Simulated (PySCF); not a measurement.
C2H4ClFOSi, SMILES O=CC[Si@@H](F)Cl. Atoms are numbered in the order given.

```xyz
10

O      2.6807     0.1530    -1.2475
C      2.0486     0.2584    -0.2315
C      1.1070    -0.7895     0.2861
Si    -0.6698    -0.4638    -0.1983
F     -1.6006    -1.5262     0.5894
Cl    -1.1932     1.4236     0.4188
H      2.1056     1.1870     0.3920
H      1.1275    -0.8271     1.3881
H      1.3850    -1.7725    -0.1279
H     -0.9311    -0.5967    -1.6477
```

Geometry: PBE0-D3(BJ)/def2-SVP. The structure was generated by enumeration; whether it is a known compound was not checked. The values are those of a single conformer.

All values below come from PySCF with M06-2X/def2-TZVP.

ESP charges are fitted to the potential on shells at 1.4 to 2.0 van der Waals radii. Atomic charges (e):

```csv
atom,IAO,Mulliken,ESP fit
O1,-0.40,-0.27,-0.42
C2,0.28,0.11,0.38
C3,-0.65,-0.43,-0.45
Si4,1.31,0.65,0.43
F5,-0.54,-0.32,-0.23
Cl6,-0.32,-0.21,-0.13
H7,0.11,0.11,0.04
H8,0.18,0.17,0.17
H9,0.18,0.17,0.20
H10,-0.14,0.01,0.00
```

Q: Give the Mayer and Wiberg (Löwdin basis) orders of the bonds. (Estimate from the structure and the level; the computed values follow.)

A: 
```json
[
 {"bond": "O1–C2", "Mayer": "2.07", "Wiberg": "2.78"},
 {"bond": "C2–C3", "Mayer": "0.92", "Wiberg": "1.31"},
 {"bond": "C3–Si4", "Mayer": "0.96", "Wiberg": "1.10"},
 {"bond": "Si4–F5", "Mayer": "1.08", "Wiberg": "1.69"},
 {"bond": "Si4–Cl6", "Mayer": "1.19", "Wiberg": "1.83"},
 {"bond": "C2–H7", "Mayer": "0.96", "Wiberg": "0.87"},
 {"bond": "C3–H8", "Mayer": "0.92", "Wiberg": "0.82"},
 {"bond": "C3–H9", "Mayer": "0.92", "Wiberg": "0.82"},
 {"bond": "Si4–H10", "Mayer": "0.96", "Wiberg": "0.92"}
]
```
